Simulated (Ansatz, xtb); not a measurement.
## Relative energy of two spin states of C2H5FOSi

Structure I: `O=CC[SiH2]F`, a singlet. Structure II: the triplet with the links of `O=CC[SiH2]F`. Both are isolated molecules in the gas phase, relaxed with B3LYP/def2-SVP; the shapes shown needn't be the lowest conformers.

I (Å):

```xyz
10

C     0.6380   -0.1354    0.0634
C    -0.7007   -0.0580   -0.6202
F    -1.3736   -2.8280   -0.3579
O     1.6720    0.2612   -0.4130
Si   -1.2087   -1.6619   -1.4855
H     0.6207   -0.6260    1.0727
H    -0.6668    0.7250   -1.3976
H    -1.4945    0.1805    0.1089
H    -2.5242   -1.4661   -2.1488
H    -0.1688   -2.0956   -2.4521
```

II (Å):

```yaml
atoms:
  - { symbol: C, position_ang: [0.5513, -0.0223, 0.1744] }
  - { symbol: C, position_ang: [-0.7426, 0.0161, -0.6305] }
  - { symbol: F, position_ang: [-1.1797, -2.7679, -0.3124] }
  - { symbol: O, position_ang: [1.6698, -0.0799, -0.5079] }
  - { symbol: Si, position_ang: [-1.1622, -1.6251, -1.4792] }
  - { symbol: H, position_ang: [0.5609, -0.7378, 1.0264] }
  - { symbol: H, position_ang: [-0.6903, 0.8205, -1.3854] }
  - { symbol: H, position_ang: [-1.5621, 0.2787, 0.0591] }
  - { symbol: H, position_ang: [-2.5180, -1.5785, -2.0943] }
  - { symbol: H, position_ang: [-0.1336, -2.0079, -2.4803] }
```

Task: Which of the two would you expect CCSD(T)/def2-SVP + ΔMP2/def2-TZVPP electronic energies to favour?

Result: Structure I; the calculation gives E(II) − E(I) = +337.8 kJ/mol.

Level by level:

```csv
level,geometry,E(II) − E(I) (kJ/mol),departure from the last row (kJ/mol),"job, with rough time for the two"
B3LYP/def2-SVP,B3LYP/def2-SVP,+309.4,−28.4,"optimisation, 57 s"
HF/def2-SVP,B3LYP/def2-SVP,+216.1,−121.7,part of the CCSD(T) run
MP2/def2-SVP,B3LYP/def2-SVP,+363.9,+26.1,part of the CCSD(T) run
CCSD(T)/def2-SVP,B3LYP/def2-SVP,+327.8,−10.0,single point
CCSD(T)/def2-SVP + ΔMP2/def2-TZVPP,B3LYP/def2-SVP,+337.8,,"single point, 36 s"
```

None of the levels shown reverses the order. The largest departure from CCSD(T)/def2-SVP + ΔMP2/def2-TZVPP is that of HF/def2-SVP, 121.7 kJ/mol. Levels run at GFN2-xTB geometries aren't shown. The last row adds to CCSD(T) the change of the MP2 difference between the two basis sets, here +10.0 kJ/mol.

With harmonic frequencies from B3LYP/def2-SVP (ideal gas, rigid rotor, one conformer each, 298.15 K, 1 atm): on the last row, ΔE + ΔZPE = +329.5 kJ/mol. A mode under 50 cm⁻¹ makes harmonic enthalpies and free energies unreliable, so none is given.

Open shells are spin-unrestricted. The correlated steps freeze 9 core orbitals. ΔG holds the spin degeneracy. Codes used: Ansatz 0.2.0; the last row on 2 threads of Intel(R) Xeon(R) Platinum 8559C (Emerald Rapids) on a shared host.
